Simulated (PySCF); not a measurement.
From computed data to an observable: dipole moment from atomic charges

Br2ClHOSi, SMILES O[Si](Br)(Cl)Br. Atoms are numbered in the order given.

```xyz
6

O     -1.6273    -0.7046    -1.1161
Si    -0.4514    -0.3240    -0.0414
Cl    -0.6851    -1.3714     1.7039
Br     1.4524    -0.8568    -0.9801
Br    -0.4948     1.8271     0.4494
H     -2.5337    -0.4742    -0.8838
```
Charge 0, spin multiplicity 1.

Geometry: PBE0-D3(BJ)/def2-SVP. This is a generated structure with no PubChem entry under its InChIKey; it may be hypothetical. Other conformers were not sampled.

Charges (e) from PBE/def2-TZVP run with PySCF:

```tsv
atom	Mulliken	ESP fit
O1	-0.427	-0.401
Si2	0.548	-0.059
Cl3	-0.166	-0.009
Br4	-0.127	0.057
Br5	-0.150	-0.009
H6	0.322	0.422
```

The dipole moment of the full density is 1.44 D.

Task: What dipole moment does each set of point charges give, and which comes closer to that of the density?

Result: 
μ = Σ q r, and 1 e Å = 4.8032 D.
Mulliken: Σ q r = (-0.365, 0.033, -0.056) e Å, |μ| = 1.78 D.
ESP fit: Σ q r = (-0.297, 0.049, 0.002) e Å, |μ| = 1.44 D.
ESP fit comes closer in size. Point charges leave out the atoms' own dipoles (lone pairs, polarised bonds); fits to the potential absorb them, partitions of the density don't.
